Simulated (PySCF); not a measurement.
How methods differ on the excitation energy of Ar

Ar [Ar] (1S) → Ar [Ne] 3s2 3p5 3d1 (high-spin determinant), as a difference of total energies. Calculation: PySCF 2.14, in aug-cc-pCVTZ-DK with one added diffuse shell each of s, p, d, f type (9s8p6d4f, 91 functions); scalar relativity by spin-free X2C-1e. Correlated levels: valence: [Ne] frozen; valence and next inner shell: 1s2 frozen; nothing frozen. The calculations carry no spin-orbit coupling.

| method | excitation energy (eV) |
| --- | --- |
| UHF | 13.733 |
| LDA | 14.210 |
| PBE | 13.891 |
| PBE0 | 14.073 |
| r2SCAN | 14.177 |
| TPSSh | 14.080 |
| BP86 | 13.906 |
| wB97X-V | 14.487 |
| B3LYP | 14.048 |
| MP2 (valence) | 14.628 |
| SCS-MP2 (valence) | 14.614 |
| MP2 (valence and next inner shell) | 14.657 |
| SCS-MP2 (valence and next inner shell) | 14.638 |
| MP2 (all electrons) | 14.659 |
| SCS-MP2 (all electrons) | 14.639 |

Task: How much does correlation contribute at MP2 (all electrons)?

Result: 14.659 − (13.733) = 0.926 eV, measured against UHF.

A first-order spin-orbit estimate (lowest level to lowest level, LS coupling) adds -0.054 eV.

The promoted electron is Rydberg-like, and one or two diffuse shells describe it only roughly, which tends to raise the upper state.

In the upper state the promoted electron has a positive orbital energy at LDA, PBE, PBE0, r2SCAN, TPSSh, BP86, B3LYP, so the basis confines it.

The determinant of the upper state mixes LS terms, which raises its energy above the lowest term, most at the Hartree-Fock and MP2 levels.
